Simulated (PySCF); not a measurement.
Isomers of C6H9F3N (doublet state), mass 152.069 u with the commonest isotopes. Computed with PBE0-D3(BJ)/def2-SVP geometry optimisation, gas phase (PySCF). One conformer each, none proved a minimum here; rigid rotors.

**Question.** Order these by out-of-plane moment Σ m c² = (Ia + Ib − Ic)/2, smallest first.
A. `[F:1][C:2]([F:3])([F:4])[C@H:5]1[CH2:6][CH:7][CH2:8][CH2:9][NH:10]1` (doublet state) with C2–C5–C6–C7 172°, C5–C6–C7–C8 -43°, C6–C7–C8–C9 43°, C7–C8–C9–N10 -47°
B. `[F:1][C:2]([F:3])([F:4])[C@@H:5]1[CH2:6][CH2:7][CH2:8][CH2:9][N:10]1` (doublet state) with C2–C5–C6–C7 -179°, C5–C6–C7–C8 52°, C6–C7–C8–C9 -52°, C7–C8–C9–N10 56°
C. `[F:1][C:2]([F:3])([F:4])[C:5]1[CH2:6][CH2:7][CH2:8][CH2:9][NH:10]1` (doublet state) with C2–C5–C6–C7 -171°, C5–C6–C7–C8 -50°, C6–C7–C8–C9 58°, C7–C8–C9–N10 -54°

**Answer.** C (53.84 u·Å²), A (54.48 u·Å²), B (56.07 u·Å²).

**Question.** Order these by dipole moment, smallest first.
A. `[F:1][C:2]([F:3])([F:4])[C:5]1[CH2:6][CH2:7][CH2:8][CH2:9][NH:10]1` (doublet state) with C2–C5–C6–C7 -171°, C5–C6–C7–C8 -50°, C6–C7–C8–C9 58°, C7–C8–C9–N10 -54°
B. `[F:1][C:2]([F:3])([F:4])[C@H:5]1[CH2:6][CH:7][CH2:8][CH2:9][NH:10]1` (doublet state) with C2–C5–C6–C7 172°, C5–C6–C7–C8 -43°, C6–C7–C8–C9 43°, C7–C8–C9–N10 -47°
C. `[F:1][C:2]([F:3])([F:4])[C@@H:5]1[CH2:6][CH2:7][CH2:8][CH2:9][N:10]1` (doublet state) with C2–C5–C6–C7 -179°, C5–C6–C7–C8 52°, C6–C7–C8–C9 -52°, C7–C8–C9–N10 56°

**Answer.** B (2.69 D), A (3.24 D), C (3.76 D).

```
                  SMILES  point group  Ia (u·Å²)  Ib (u·Å²)  Ic (u·Å²)      κ  μa (D)  μb (D)  μc (D)
 FC(F)(F)[C@@H]1CCCC[N]1           C1     195.93     556.82     640.61  -0.87    3.33    1.31    1.15
      FC(F)(F)[C]1CCCCN1           C1     199.03     565.40     656.75  -0.86    3.11    0.85    0.30
 FC(F)(F)[C@H]1C[CH]CCN1           C1     195.60     553.37     640.02  -0.86    2.60    0.63    0.23
FC(F)(F)[C@@H]1CCC[CH]N1           C1     194.14     555.73     637.51  -0.87    2.47    1.32    0.03
```
